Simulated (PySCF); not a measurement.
# Selenium: a sound run and one with changed settings

Sound run: Se+ [Ar] 3d10 4s2 4p3, Se(2+) [Ar] 3d10 4s2 4p2. All numbers are calculated (PySCF 2.14, the spin-free X2C one-electron Hamiltonian (Gaussian nucleus), in Sapporo-DKH3-DZP-2012 (6s5p3d1f, 43 functions)). In the sound run the correlated levels freeze [Ar] 3d10. The sound run starts from symmetry-adapted Hartree-Fock orbitals and uses a fine grid where one is needed.

Changed run: no relativity, point nucleus. This setting is unsound on purpose.

```json
{"species": "Se+", "method": "UHF", "sound run (hartree)": "-2427.69846", "changed run (hartree)": "-2381.86213", "converged": "yes"}
{"species": "Se+", "method": "PBE0", "sound run (hartree)": "-2429.12820", "changed run (hartree)": "-2383.31987", "converged": "yes"}
{"species": "Se+", "method": "MN15", "sound run (hartree)": "-2431.01412", "changed run (hartree)": "-2385.30604", "converged": "yes"}
{"species": "Se+", "method": "MP2", "sound run (hartree)": "-2427.75699", "changed run (hartree)": "-2381.92166", "converged": "yes"}
{"species": "Se+", "method": "CCSD(T)", "sound run (hartree)": "-2427.77246", "changed run (hartree)": "-2381.93799", "converged": "yes"}
{"species": "Se(2+)", "method": "UHF", "sound run (hartree)": "-2426.93063", "changed run (hartree)": "-2381.09330", "converged": "yes"}
{"species": "Se(2+)", "method": "PBE0", "sound run (hartree)": "-2428.33984", "changed run (hartree)": "-2382.53009", "converged": "yes"}
{"species": "Se(2+)", "method": "MN15", "sound run (hartree)": "-2430.22478", "changed run (hartree)": "-2384.51523", "converged": "yes"}
{"species": "Se(2+)", "method": "MP2", "sound run (hartree)": "-2426.97497", "changed run (hartree)": "-2381.13862", "converged": "yes"}
{"species": "Se(2+)", "method": "CCSD(T)", "sound run (hartree)": "-2426.99186", "changed run (hartree)": "-2381.15683", "converged": "yes"}
```

Ionisation energy of Se+:

```tsv
method	sound run (eV)	changed run (eV)
UHF	20.894	20.921
PBE0	21.452	21.491
MN15	21.479	21.519
MP2	21.280	21.307
SCS-MP2	21.154	21.181
CCSD	21.236	21.252
CCSD(T)	21.241	21.257
```

Most of the change in total energy is the relativistic energy itself. On top of that the contraction fixes the core shape for the Hamiltonian it was made with, so the changed run is not a good calculation with the other Hamiltonian either.

For comparison, NIST gives 21.196 ± 0.01 eV between the lowest levels.
